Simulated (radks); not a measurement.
Excited configurations of Al2+: one electron is placed in a higher orbital outside [Ne]. The ground configuration is [Ne] 3s1. Method: Dirac Kohn-Sham, LDA (Slater exchange, Perdew-Wang correlation), spin-unpolarised, spherical densities, finite nucleus; open shells fill j = l - 1/2 first; Fermi nuclear charge, rms radius 3.061 fm; computed with a radial shooting solver on a logarithmic mesh with Libxc functionals. Excitation = E - E(ground); binding = E(ion) - E, where the ion is the core of charge +3; n* = 3/sqrt(2 binding) in atomic units, and the quantum defect is n - n*.

outer orbital  excitation (eV)  binding (eV)     n*  quantum defect  <r> (bohr)
3p1/2                    6.531        21.898  2.365           0.635       2.523
3d3/2                   14.384        14.045  2.953           0.047       3.285
4s1/2                   15.313        13.116  3.056           0.944       4.736
4f5/2                   20.815         7.614  4.010          -0.010       6.036
5f5/2                   23.418         5.011  4.943           0.057       10.41
6p1/2                   23.998         4.432  5.257           0.743       13.84
6d3/2                   24.712         3.717  5.740           0.260       15.91
7s1/2                   24.957         3.472  5.938           1.062       18.13
7d3/2                   25.688         2.741  6.684           0.316       22.05
7f5/2                   25.804         2.625  6.830           0.170       22.05

The Delta-SCF ionisation energy is 28.429 eV (NIST Atomic Spectra Database: 28.448 eV, measured). Self-interaction in the functional shifts the binding energies and quantum defects, so they are the method's values and not measured ones. Spin polarisation and multiplet splitting are left out, so open shells lie too high by an amount that depends on their filling.

Beside tabulated values, note that spin-unpolarised runs miss the spin-polarisation part of the exchange energy of open shells.
